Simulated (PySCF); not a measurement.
Species: C6H7NS.
Cartesian coordinates in Å at the GFN2-xTB level; atoms count from 1:
```xyz
15
C6H7NS angstrom
C      2.3518   -1.0788   -0.2043
N      1.1524   -0.8776   -0.5235
C      0.4557    0.2541   -0.1640
C      0.9505    1.5271   -0.0703
S     -0.2746    2.6743    0.2770
C     -1.4657    1.4273    0.3403
C     -0.9584    0.2008    0.0707
C     -1.7289   -1.0736    0.0307
H      2.8290   -1.9766   -0.5690
H      2.9499   -0.4170    0.4281
H      1.9533    1.8604   -0.2514
H     -2.4816    1.6889    0.5603
H     -2.7863   -0.8912    0.2020
H     -1.5939   -1.5501   -0.9385
H     -1.3575   -1.7599    0.7901
```

Method used: TDDFT B3LYP/def2-SVPD, vertical, gas phase, core orbitals frozen in the response (PySCF 2.14.0, density-fitted response routines).

Ground-to-excited transition dipoles (e·a0, same axes as the geometry; the sign carries no meaning), for the states with f of 0.002 or more among the lowest 7:

| state | E (hartree) | μx | μy | μz |
| --- | --- | --- | --- | --- |
| S1 | 0.1493 | -0.469 | 0.784 | 0.053 |
| S2 | 0.1637 | -0.267 | 0.017 | 0.058 |
| S3 | 0.1883 | -0.601 | 0.701 | 0.118 |
| S4 | 0.2028 | 0.498 | 0.501 | 0.007 |
| S5 | 0.2060 | 0.282 | -0.068 | 0.077 |
| S6 | 0.2154 | 0.124 | -0.021 | -0.144 |
| S7 | 0.2204 | 0.018 | 0.175 | -0.153 |

Question: What oscillator strength does each state have?

Answer: f = (2/3) ΔE |μ|² with ΔE in hartree (27.2114 eV).

```csv
state,|μ|² (au),|μ| (D),f
S1,0.837,2.33,0.083
S2,0.075,0.70,0.008
S3,0.866,2.37,0.109
S4,0.499,1.80,0.067
S5,0.090,0.76,0.012
S6,0.036,0.48,0.005
S7,0.054,0.59,0.008
```

Question: What angle do the transition dipoles of S1 and S4 make?

Answer: |cos θ| = |μa·μb| / (|μa| |μb|) = 0.25, so θ ≈ 76° (taken between 0 and 90°, since the signs are arbitrary).

Question: How is the summed strength of these states shared among x, y and z?

Answer: (2/3) Σ ΔE μα² gives 0.122 for x, 0.162 for y and 0.010 for z, 0.293 in all.

Time: 73 s of wall time; peak memory 0.88 GiB. Hardware: Arm Neoverse N1, one thread, shared host with 64 logical CPUs at a one-minute load of 58.

One conformer stands for the species.
